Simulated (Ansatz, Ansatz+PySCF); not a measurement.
```tsv
atom	x (Å)	y (Å)	z (Å)
B	0.0000	0.0000	0.0000
F	-0.4711	-0.8567	0.8725
F	0.6641	1.0531	0.4087
F	-0.1930	-0.1964	-1.2811
```

Basis set: def2-SVP (spherical functions). Left uncorrelated: 4 orbitals. Charge 0, multiplicity 3.

Computed with Ansatz (development build ahead of 0.2.0); each method stands on the lowest determinant of its kind that the runs found.

(1) Give the atomization energy at this shape (free ground-state atoms in the same class of orbitals less the molecule, no zero-point energy) of triplet BF₃ by UHF-MP2, UHF.

Answers

(1)

```json
{"method": "UHF-MP2", "atomization energy": "7.91 eV"}
{"method": "UHF", "atomization energy": "4.32 eV"}
```

Caution: another spin multiplicity may lie lower; the determinant breaks the point group.
